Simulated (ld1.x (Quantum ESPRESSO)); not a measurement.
magnesium (Mg), TM: configuration errors across variants

```json
{"Element": "Mg", "Generator": "ld1.x (Quantum ESPRESSO) 7.5", "Type": "norm-conserving Troullier–Martins (Kleinman–Bylander form)", "Functional": "PW91", "Relativity": "scalar-relativistic", "Frozen core": "[Ne]", "Valence charge": "2", "Reference configuration": "3s1 3p0 (charge +1)", "Partial waves": "3s (bound): rc 1.80 bohr; 3d channel at 0.1 Ry: rc 2.60 bohr; 3p (bound, empty): rc 3.25 bohr", "Local potential": "the p channel", "Core correction": "a·sin(br)/r model core inside 1.85 bohr"}
```

All-electron excitation energies from the reference (eV): (1) 3s2 3p0 -7.993; (2) 3s1.5 3p0 -4.832; (3) 3s1 3p1 -4.499; (4) 3s0 3p1 4.353; (5) 3s0 3p2 -0.808.

5 further variants failed, have other tests or another functional or relativity, and are left out.

A true bound ghost makes a file unfit for plane-wave use even where its test errors are small: the radial tests pick states by their node count and pass the ghost by.

Errors AE − PS in meV (a dash: test not solved or not reliable):

```tsv
change	(1)	(2)	(3)	(4)	(5)	bound ghosts
base	+4.9	+2.5	+1.6	+11	+1.8	none
wave 3d channel at 0.1 Ry: rc 2.60 bohr becomes 3d channel at 2.72 Ry: rc 2.60 bohr	+4.9	+2.5	+1.6	+11	+1.8	d
wave 3d channel at 0.1 Ry: rc 2.60 bohr becomes 3d channel at 0.1 Ry: rc 2.58 bohr	+4.9	+2.5	+1.6	+11	+1.8	none
local potential all-electron potential smoothed inside 3.25 bohr (lloc = -1)	+10	+4.1	+2.8	+11	+2.0	none
core correction a·sin(br)/r model core inside 0.68 bohr	-2.8	-0.9	+0.8	-5.1	-4.0	none
wave 3s (bound): rc 1.80 bohr becomes 3s (bound): rc 1.84 bohr	+4.9	+2.5	+1.6	+12	+1.9	none
all radii but the core radius scaled by about 0.95 (s 1.70, p 3.08, d 2.46 bohr)	+4.8	+2.5	+1.7	+11	+1.3	none
```

Problem. Give the same row for: wave 3p (bound): rc 3.25 bohr becomes 3p (bound): rc 3.60 bohr.

Solution. +4.9, +2.5, +1.5, +13, +2.6; bound ghosts: none.
